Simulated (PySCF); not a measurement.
# Where the electron goes

Compound: C6H11N2 (charge +1).
Structure used (GFN2-xTB), in Å, numbered top down from 1:
```
atom  x, y, z in Å
C1    -2.780    0.476   -0.078
C2    -1.916   -0.790   -0.031
C3    -0.482   -0.444    0.129
C4     0.524   -0.316   -0.788
N5     1.652    0.079   -0.128
C6     2.928    0.317   -0.746
C7     1.361    0.194    1.159
N8     0.075   -0.116    1.335
H9    -2.689    1.052    0.839
H10   -2.489    1.106   -0.915
H11   -3.822    0.199   -0.204
H12   -2.236   -1.419    0.801
H13   -2.046   -1.352   -0.956
H14    0.510   -0.483   -1.846
H15    2.835    1.095   -1.505
H16    3.650    0.634    0.003
H17    3.287   -0.593   -1.227
H18    2.046    0.483    1.932
H19   -0.418   -0.114    2.217
```

Level of theory: PySCF 2.14.0, density-fitted response routines, TDDFT PBE0/def2-SVPD, vertical, gas phase, core orbitals frozen in the response.

Frontier orbitals with the atoms that hold most of them (Löwdin shares over 4%, at most four atoms; ? is withheld):

```
orbital  ε (eV)                            atoms
 HOMO-3  -14.05   C1 37%, H11 17%, C2 15%, H9 9%
 HOMO-2  -13.87   C1 16%, N8 13%, N5 13%, C2 12%
 HOMO-1  -13.65                                ?
   HOMO  -11.82                                ?
   LUMO       ?   C7 34%, N5 22%, N8 20%, H18 7%
 LUMO+1   -3.92     C3 29%, C4 27%, N8 9%, N5 9%
 LUMO+2   -3.39  H19 25%, C7 18%, N8 11%, H18 8%
```

Q: Give the leading atoms of the HOMO.

A: C4 (bonded to C, N and H) 26%; C3 (bonded to 2 C and N) 23%; C7 (bonded to 2 N and H) 18%; N5 (bonded to 3 C) 10%. By element: carbon 67% or more, nitrogen 10% or more.

Q: Give the leading atoms of the HOMO-1.

A: C1 (bonded to C and 3 H) 17%; N8 (bonded to 2 C and H) 16%; N5 (bonded to 3 C) 13%; C2 (bonded to 2 C and 2 H) 11%. By element: nitrogen 29%, carbon 28% or more.

Q: What is the LUMO energy, and the HOMO–LUMO gap?

A: ε(LUMO) = -5.07 eV; the gap is 6.76 eV (0.2483 hartree).

Q: How does S1 compare with the orbital gap of 6.76 eV?

A: S1 is at 6.02 eV (f = 0.144), 0.74 eV below the gap, made of HOMO→LUMO (96%). Without the coupling terms of the response equations the lowest excitation would equal the gap.

Q: Give energy, strength and leading configuration of S1 and S2, and follow the Löwdin shares of the leading atoms from the occupied to the empty orbital.

A: 
- S1 (6.02 eV, f 0.144), HOMO→LUMO (96%): C4 26% → at most 8%, C3 23% → at most 8%, C7 18% → 34%, N5 10% → 22%
- S2 (7.11 eV, f 0.097), HOMO→LUMO+1 (74%): C4 26% → 27%, C3 23% → 29%

Löwdin shares depend on the basis, the more so with diffuse functions.

One conformer stands for the species.
